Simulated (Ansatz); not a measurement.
The lowest singlet and triplet of F2Ge (SMILES [F][Ge][F]); geometries from B3LYP-D3(BJ)/def2-TZVP, each state relaxed from the structure named, with no frequency check.
Singlet (charge 0, multiplicity 1):
```xyz
3

F     -1.32052    -0.74375     0.00000
Ge    -0.00038     0.41767     0.00000
F      1.32188    -0.74132     0.00000
```

A positive gap puts the triplet lower; no zero-point energy. R- takes a restricted singlet. U- takes an unrestricted singlet (broken symmetry where lower, unprojected). The triplet is unrestricted in single-reference levels. Active spaces average the two states.

Cores are frozen in the correlated methods. Filled d and f shells under p-block atoms count as core.

Codes used: Ansatz (a program for electronic structure) with Gaussian orbitals. 

| level | gap E(singlet) − E(triplet), vertical, at the singlet's geometry (eV) |
|---|---|
| R-HF/cc-pVTZ | -2.830 |
| R-HF/cc-pVQZ | -2.811 |
| U-SVWN5/def2-TZVPP | -3.884 |
| R-wB97X-V/def2-TZVPP | -3.808 |
| U-wB97M-V/def2-TZVPP | -3.837 |
| R-MP2/cc-pVTZ | ___ |
| R-CCSD/cc-pVQZ | -3.572 |
| SA-CASSCF(2,2)/cc-pVTZ | ___ |
| FIC-MRCISD+Q on SA-CASSCF(2,2)/cc-pVQZ | -3.597 |

Problem. Complete the blanks.

Solution. 
- R-MP2/cc-pVTZ, gap E(singlet) − E(triplet), vertical, at the singlet's geometry (eV): -3.501
- SA-CASSCF(2,2)/cc-pVTZ, gap E(singlet) − E(triplet), vertical, at the singlet's geometry (eV): -3.301
